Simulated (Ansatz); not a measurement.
Consider the ligand exchange at the Si–C bond: `O[SiH](O)C[SiH2]F` + `B[SiH2]O` → `B[SiH2]O[SiH2]F` + `C[SiH](O)O`.

Gas-phase electronic energies from Ansatz, PBE0-D4/def2-TZVP geometries. CCSD(T)/CBS adds triple-zeta CCSD(T) − MP2 to the extrapolated MP2 energy (def2 sets, frozen cores). Functionals use def2-TZVPP. One conformer a species, not always the lowest.

`O[SiH](O)C[SiH2]F`:

Cartesian coordinates in Å:
```
O 0.381 -1.993 -0.704
Si 0.163 -0.457 -1.230
O 1.549 0.429 -1.236
C -0.969 0.498 -0.101
Si -0.306 0.684 1.619
F 0.376 -0.720 2.041
H 0.595 -2.091 0.229
H -0.374 -0.614 -2.602
H 2.286 0.104 -1.754
H -1.940 -0.006 -0.069
H -1.129 1.498 -0.521
H -1.372 0.941 2.619
H 0.741 1.726 1.708
```

`B[SiH2]O`:

```xyz
8

B     1.243    0.481   -0.357
Si   -0.538   -0.422   -0.177
O    -1.210   -0.420    1.335
H     1.717    1.200    0.476
H     1.865    0.343   -1.371
H    -0.464   -1.854   -0.564
H    -1.427    0.269   -1.167
H    -1.186    0.403    1.825
```

`B[SiH2]O[SiH2]F`:

```xyz
11

B    -0.755    1.704   -0.848
Si   -0.443   -0.241   -1.212
O     0.368   -1.051   -0.023
Si    0.911   -0.963    1.496
F    -0.292   -0.574    2.471
H    -0.378    2.267    0.138
H    -1.349    2.352   -1.661
H     0.350   -0.380   -2.467
H    -1.752   -0.920   -1.424
H     1.932    0.100    1.631
H     1.408   -2.293    1.901
```

`C[SiH](O)O`:

```xyz
10

C     0.371   -0.678   -1.115
Si   -0.446    0.276    0.247
O    -0.352   -0.697    1.573
O     0.251    1.745    0.503
H     1.404   -0.923   -0.855
H    -0.158   -1.617   -1.297
H     0.377   -0.102   -2.043
H    -1.858    0.621   -0.053
H    -0.784   -0.391    2.372
H     1.195    1.766    0.667
```

```json
{"level": "PBE0-D4", "ΔE (kJ/mol)": "-102.0"}
{"level": "ωB97M-V", "ΔE (kJ/mol)": "-107.8"}
{"level": "PBE", "ΔE (kJ/mol)": "-99.5"}
{"level": "PBE0", "ΔE (kJ/mol)": "-104.3"}
{"level": "SCS-MP2/def2-TZVPP", "ΔE (kJ/mol)": "-117.3"}
{"level": "CCSD(T)/def2-TZVPP", "ΔE (kJ/mol)": "-111.6"}
{"level": "HF/def2-QZVPP", "ΔE (kJ/mol)": "-138.7"}
{"level": "CCSD/CBS(def2)", "ΔE (kJ/mol)": "-115.7"}
```

Task: What does CCSD(T)/CBS give? (Estimate.)

Result: The calculation gave: -112.0 kJ/mol. The listed levels differ from it by 10.0, 4.2, 12.5, 7.7, -5.3, 0.4, -26.7, -3.7 kJ/mol.

Largest T1 diagnostic among the species: 0.012.

From PBE to PBE0 (25 % exact exchange), in def2-TZVPP and without D4, ΔE moves by −4.8 kJ/mol. In def2-TZVPP, CCSD(T) changes the Hartree–Fock value by +24.4 kJ/mol (the triples alone add +3.6 kJ/mol) and MP2 by +23.7 kJ/mol.
